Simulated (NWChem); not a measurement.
Program: NWChem. System: 1,1-difluoroethane (C2H4F2), charge 0, spin multiplicity 1, at a geometry optimised with PBE/def2-SVP. Level: MP2/def2-TZVP, 4 core orbitals frozen.

The NWChem input:

```
start mol
memory heap 200 mb stack 900 mb global 1100 mb
geometry units angstroms nocenter noautoz
  C     -0.282618     1.347731     0.000000
  C     -0.322588    -0.161786     0.000000
  F      0.321833    -0.650744    -1.107166
  F      0.321833    -0.650744     1.107166
  H      0.772715     1.683611     0.000000
  H     -0.788100     1.745890    -0.900592
  H     -0.788100     1.745890     0.900592
  H     -1.358267    -0.577671     0.000000
  symmetry group Cs
end
basis spherical
  * library def2-tzvp
end
scf
  rhf
  nopen 0
  maxiter 100
  thresh 1e-7
  semidirect memsize 60000000 filesize 0
end
mp2
  freeze core 4
end
task mp2 energy
```

Part of the output:

```
             Northwest Computational Chemistry Package (NWChem) 7.3.0
             --------------------------------------------------------

                                NWChem Input Module
                                -------------------

 Scaling coordinates for geometry "geometry" by  1.889725989
 (inverse scale =  0.529177249)

 Turning off AUTOSYM since
 SYMMETRY directive was detected!

                             Geometry "geometry" -> ""
                             -------------------------

 Output coordinates in angstroms (scale by  1.889725989 to convert to a.u.)

  No.       Tag          Charge          X              Y              Z
 ---- ---------------- ---------- -------------- -------------- --------------
    1 C                    6.0000    -0.28261800     1.34773100     0.00000000
    2 C                    6.0000    -0.32258800    -0.16178600     0.00000000
    3 F                    9.0000     0.32183300    -0.65074400    -1.10716600
    4 F                    9.0000     0.32183300    -0.65074400     1.10716600
    5 H                    1.0000     0.77271500     1.68361100     0.00000000
    6 H                    1.0000    -0.78810000     1.74589000    -0.90059200
    7 H                    1.0000    -0.78810000     1.74589000     0.90059200
    8 H                    1.0000    -1.35826700    -0.57767100     0.00000000

 Effective nuclear repulsion energy (a.u.)     131.4376225176

            Nuclear Dipole moment (a.u.)
            ----------------------------
        X                 Y               Z
 ---------------- ---------------- ----------------
     0.0000113384    -0.0000037795     0.0000000000

      Symmetry information
      --------------------

 Group name             Cs
 Group number              2
 Group order               2
 No. of unique centers     6

      Symmetry unique atoms

     1    2    3    5    6    8


 Summary of "ao basis" -> "" (spherical)
 ------------------------------------------------------------------------------
       Tag                 Description            Shells   Functions and Types
 ---------------- ------------------------------  ------  ---------------------
 *                         def2-tzvp                  on all atoms

 Summary of "ao basis" -> "ao basis" (spherical)
 ------------------------------------------------------------------------------
       Tag                 Description            Shells   Functions and Types
 ---------------- ------------------------------  ------  ---------------------
 C                         def2-tzvp                11       31   5s3p2d1f
 F                         def2-tzvp                11       31   5s3p2d1f
 H                         def2-tzvp                 4        6   3s1p

                                 NWChem SCF Module
                                 -----------------

  ao basis        = "ao basis"
  functions       =   148
  atoms           =     8
  closed shells   =    17
  open shells     =     0
  charge          =   0.00
  wavefunction    = RHF
  use symmetry    = T
  symmetry adapt  = T

 Summary of "ao basis" -> "ao basis" (spherical)
 ------------------------------------------------------------------------------
       Tag                 Description            Shells   Functions and Types
 ---------------- ------------------------------  ------  ---------------------
 C                         def2-tzvp                11       31   5s3p2d1f
 F                         def2-tzvp                11       31   5s3p2d1f
 H                         def2-tzvp                 4        6   3s1p

      Symmetry analysis of basis
      --------------------------

        a'         89
        a"         59

 Forming initial guess at       0.0s

      Superposition of Atomic Density Guess
      -------------------------------------

 Sum of atomic energies:        -276.17804995

      Non-variational initial energy
      ------------------------------

 Total energy =    -277.711128
 1-e energy   =    -642.332623
 2-e energy   =     233.183873
 HOMO         =      -0.385329
 LUMO         =       0.102770

      Symmetry analysis of molecular orbitals - initial
      -------------------------------------------------

  Numbering of irreducible representations:

     1 a'          2 a"

  Orbital symmetries:

     1 a'          2 a"          3 a'          4 a'          5 a'
     6 a"          7 a'          8 a'          9 a"         10 a'
    11 a'         12 a"         13 a"         14 a'         15 a"
    16 a'         17 a'         18 a'         19 a'         20 a"
    21 a'         22 a"         23 a'         24 a'         25 a'
    26 a"         27 a'

 Starting SCF solution at       1.5s

 ----------------------------------------------
         Quadratically convergent ROHF

 Convergence threshold     :          1.000E-07
 Maximum no. of iterations :          100
 Final Fock-matrix accuracy:          1.000E-09
 ----------------------------------------------

              iter       energy          gnorm     gmax       time
             ----- ------------------- --------- --------- --------
                 1     -276.9784677478  1.25D+00  2.72D-01      1.6
                 2     -277.0552536463  3.54D-01  5.55D-02      2.0
                 3     -277.0648011561  2.09D-02  3.70D-03      2.4
                 4     -277.0648472433  1.31D-04  3.51D-05      3.2
                 5     -277.0648472454  9.21D-09  1.66D-09      4.4

       Final RHF  results
       ------------------

         Total SCF energy =   -277.064847245418
      One-electron energy =   -644.587462844812
      Two-electron energy =    236.084993081830
 Nuclear repulsion energy =    131.437622517564

        Time for solution =      2.9s

       Symmetry analysis of molecular orbitals - final
       -----------------------------------------------

  Numbering of irreducible representations:

     1 a'          2 a"

  Orbital symmetries:

     1 a"          2 a'          3 a'          4 a'          5 a'
     6 a"          7 a'          8 a'          9 a'         10 a"
    11 a'         12 a"         13 a"         14 a'         15 a"
    16 a'         17 a'         18 a'         19 a'         20 a"
    21 a'         22 a"         23 a'         24 a'         25 a'
    26 a"         27 a'

             Final eigenvalues
             -----------------

              1
    1  -26.3013
    2  -26.3012
    3  -11.4079
    4  -11.2474
    5   -1.6478
    6   -1.5892
    7   -1.0459
    8   -0.8865
    9   -0.7682
   10   -0.7508
   11   -0.7220
   12   -0.6615
   13   -0.6260
   14   -0.6135
   15   -0.5664
   16   -0.5600
   17   -0.5133
   18    0.1436
   19    0.1754
   20    0.2096
   21    0.2180
   22    0.2474
   23    0.2522
   24    0.2764
   25    0.3407
   26    0.3497
   27    0.4000

                       ROHF Final Molecular Orbital Analysis
                       -------------------------------------

 Vector   15  Occ=2.000000D+00  E=-5.663628D-01  Symmetry=a"
              MO Center= -4.5D-01,  1.3D+00,  2.0D-13, r^2= 1.8D+00
   Bfn.  Coefficient  Atom+Function         Bfn.  Coefficient  Atom+Function
  ----- ------------  ---------------      ----- ------------  ---------------
     8      0.295556  1 C  pz                11      0.259737  1 C  pz
   132     -0.210856  6 H  s                138      0.210856  7 H  s

 Vector   16  Occ=2.000000D+00  E=-5.600061D-01  Symmetry=a'
              MO Center= -1.3D-01,  1.1D+00, -3.6D-13, r^2= 2.1D+00
   Bfn.  Coefficient  Atom+Function         Bfn.  Coefficient  Atom+Function
  ----- ------------  ---------------      ----- ------------  ---------------
     6      0.261796  1 C  px                 9      0.229814  1 C  px
   126      0.193298  5 H  s

 Vector   17  Occ=2.000000D+00  E=-5.132763D-01  Symmetry=a'
              MO Center= -2.6D-01,  1.2D-01, -2.6D-15, r^2= 2.2D+00
   Bfn.  Coefficient  Atom+Function         Bfn.  Coefficient  Atom+Function
  ----- ------------  ---------------      ----- ------------  ---------------
    38     -0.219400  2 C  py               144      0.211376  8 H  s
     7      0.206466  1 C  py                10      0.200486  1 C  py
    41     -0.172827  2 C  py                69      0.160812  3 F  py
   100      0.160812  4 F  py

 Vector   18  Occ=0.000000D+00  E= 1.435753D-01  Symmetry=a'
              MO Center= -8.4D-01,  1.5D+00, -8.0D-15, r^2= 6.4D+00
   Bfn.  Coefficient  Atom+Function         Bfn.  Coefficient  Atom+Function
  ----- ------------  ---------------      ----- ------------  ---------------
     5      6.000611  1 C  s                133     -2.106429  6 H  s
   139     -2.106429  7 H  s                127     -1.806632  5 H  s
   145     -1.250013  8 H  s                 36     -0.745901  2 C  s
    44     -0.737896  2 C  py                 4     -0.684089  1 C  s
    43     -0.621713  2 C  px               132      0.281881  6 H  s

 Vector   19  Occ=0.000000D+00  E= 1.753584D-01  Symmetry=a'
              MO Center= -1.0D+00,  1.0D-01, -6.8D-15, r^2= 7.1D+00
   Bfn.  Coefficient  Atom+Function         Bfn.  Coefficient  Atom+Function
  ----- ------------  ---------------      ----- ------------  ---------------
     5      4.692888  1 C  s                 36     -4.703433  2 C  s
   145      3.009352  8 H  s                127     -1.690943  5 H  s
    43      1.174866  2 C  px                13     -1.038808  1 C  py
    44     -0.829602  2 C  py               133     -0.614302  6 H  s
   139     -0.614302  7 H  s                144     -0.411238  8 H  s

 Vector   20  Occ=0.000000D+00  E= 2.095727D-01  Symmetry=a"
              MO Center= -1.2D+00,  1.8D+00,  2.1D-13, r^2= 5.0D+00
   Bfn.  Coefficient  Atom+Function         Bfn.  Coefficient  Atom+Function
  ----- ------------  ---------------      ----- ------------  ---------------
   133      2.667534  6 H  s                139     -2.667534  7 H  s
    14      2.049612  1 C  pz                45     -0.694692  2 C  pz
   132     -0.410557  6 H  s                138      0.410557  7 H  s
    67     -0.252475  3 F  s                 98      0.252475  4 F  s
     8      0.202045  1 C  pz

 center of mass
 --------------
 x =   0.07977788 y =  -0.16774634 z =   0.00000000

 moments of inertia (a.u.)
 ------------------
         340.071461401630          44.017660203034           0.000000000000
          44.017660203034         206.943423523366           0.000000000000
           0.000000000000           0.000000000000         202.679069454297

  Mulliken analysis of the total density
  --------------------------------------

    Atom       Charge   Shell Charges
 -----------   ------   -------------------------------------------------------
    1 C    6     6.30   0.85  1.12  0.47  0.69  0.05  1.25  1.41  0.37  0.02  0.05  0.00
    2 C    6     5.57   0.85  1.12  0.50  0.59  0.04  1.10  1.04  0.05  0.05  0.19  0.03
    3 F    9     9.28   0.77  1.20  0.60  1.01  0.34  2.24  2.27  0.84  0.00  0.01  0.00
    4 F    9     9.28   0.77  1.20  0.60  1.01  0.34  2.24  2.27  0.84  0.00  0.01  0.00
    5 H    1     0.88   0.26  0.49  0.11  0.02
    6 H    1     0.88   0.26  0.49  0.11  0.02
    7 H    1     0.88   0.26  0.49  0.11  0.02
    8 H    1     0.93   0.27  0.51  0.13  0.02

       Multipole analysis of the density wrt the origin
       ------------------------------------------------

     L   x y z        total         open         nuclear
     -   - - -        -----         ----         -------
     0   0 0 0     -0.000000      0.000000     34.000000

     1   1 0 0     -0.685179      0.000000      0.000011
     1   0 1 0      0.693700      0.000000     -0.000004
     1   0 0 1      0.000000      0.000000      0.000000

     2   2 0 0    -16.169020      0.000000     23.755339
     2   1 1 0      0.679946      0.000000    -22.884315
     2   1 0 1     -0.000000      0.000000      0.000000
     2   0 2 0    -16.728557      0.000000     99.783588
     2   0 1 1      0.000000      0.000000      0.000000
     2   0 0 2    -19.121649      0.000000     84.587193

                   NWChem MP2 Semi-direct Energy/Gradient Module
                   ---------------------------------------------

  Basis functions       =    148
  Molecular orbitals    =    148
  Frozen core           =      4
  Frozen virtuals       =      0
  Active alpha occupied =     13
  Active beta occupied  =     13
  Active alpha virtual  =    131
  Active beta virtual   =    131
  Use MO symmetry       = T
  Use skeleton AO sym   = T

  AO/Fock/Back tols     =   1.0D-09  1.0D-09  1.0D-09

 GA uses MA = F    GA memory limited = T

 Available:
  local mem=  1.26D+08
 global mem=  1.44D+08
 local disk=  0.00D+00
  mp2_memr nvloc                   131
  nvloc new                   131
   1 passes of  13:        5242880                     129800                  62924857.
   1 passes of  13: M    126151308           G      144135392           F     120908428.

 Semi-direct pass number   1 of   1  for RHF alpha+beta  at        4.5s
  vrange nnbf                 10861
  mp2_eaftype                   240  avail_ma_in_mb                  1099
 EAF : mp2_eaftype filesize         240   31462429.
  mp2_eaf for mointskh                    240
Node 0 wrote    148.0 Mb in      0.0 s     Agg I/O rate:  4931.7 Mb/s
 Done moints_semi at        9.3s
  mp2_eaftype                   240  avail_ma_in_mb                   859
 EAF : mp2_eaftype filesize         240   31462429.
  mp2_eaf for kh                   240
 Done maket at        9.6s
 Done multipass loop at        9.6s

          -------------------------------------------
          SCF energy                -277.064847245418
          Correlation energy          -0.832237406170
          Singlet pairs               -0.522031397402
          Triplet pairs               -0.310206008768
          Total MP2 energy          -277.897084651588
          -------------------------------------------

          ---------------------------------------------------
                    Spin Component Scaled (SCS) MP2
          Same spin pairs                     -0.206804005845
          Same spin scaling factor             0.333333333333
          Opposite spin pairs                 -0.625433400325
          Opposite spin scaling fact.          1.200000000000
          SCS-MP2 correlation energy          -0.819454749005
          Total SCS-MP2 energy              -277.884301994423
          ---------------------------------------------------

 -----------------------
 Performance information
 -----------------------

 Timer overhead =  1.38D-07 seconds/call

               Nr. of calls         CPU time (s)                 Wall time (s)                GFlops
             ---------------    -------------------     ------------------------------   -------------------
Name         Min   Avg   Max    Min     Avg     Max     Min     Avg     Max   Mx/calls   Min     Max     Sum
mp2: moin     1     1     1    4.8     4.8     4.8      4.8     4.8     4.8     4.8      0.0     0.0     0.0
mp2: make     1     1     1   0.32    0.32    0.32     0.32    0.32    0.32    0.32      0.0     0.0     0.0
mp2: tota     1     1     1    5.2     5.2     5.2      5.2     5.2     5.2     5.2      0.0     0.0     0.0

 The average no. of pstat calls per process was 3.00D+00
 with a timing overhead of 4.13D-07s

 Task  times  cpu:        9.6s     wall:        9.6s

 Total times  cpu:        9.6s     wall:        9.6s
```
